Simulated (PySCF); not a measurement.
A GIAO shielding run with PySCF 2.14 (density fitting, non-relativistic, gas phase) on Phenylvinylnitrile (SMILES c1cc(/C=C/C#N)ccc1):

```
{"job": {"kind": "nmr", "xc": "PBE0", "basis": "pcSseg-1"}, "charge": 0, "multiplicity": 1}
N      5.054201     0.379848     0.071847
C      3.929690     0.122563     0.203026
C      2.557612    -0.208705     0.376199
C      1.567428     0.468276    -0.240954
C      0.135117     0.212030    -0.134459
C     -0.401518    -0.817538     0.658407
C     -1.773897    -1.017624     0.723470
C     -2.640947    -0.195965    -0.000868
C     -2.124944     0.828728    -0.791120
C     -0.749421     1.029464    -0.856460
H      2.350873    -1.050775     1.043181
H      1.851050     1.300138    -0.893858
H      0.260662    -1.470212     1.231244
H     -2.174850    -1.822278     1.344065
H     -3.720074    -0.357304     0.053090
H     -2.796754     1.475504    -1.359929
H     -0.345172     1.833985    -1.476607
```

Hardware: 1 thread of an x86-64 server CPU, shared host. The job also computes population analyses, field gradients, ring-centre shieldings.

(1) How large is the calculation?

(2) How long does it take?

(3) And these other runs on the same molecule and hardware: GIAO shielding at mPW1PW91/pcSseg-1?

Results:

(1) 68 electrons, 205 basis functions and 1049 auxiliary functions.

(2) 30 s of wall time, with 14 SCF cycles and 5 response iterations. Times on a shared host scatter by some tens of per cent.

(3) mPW1PW91/pcSseg-1: 205 functions, 30 s.
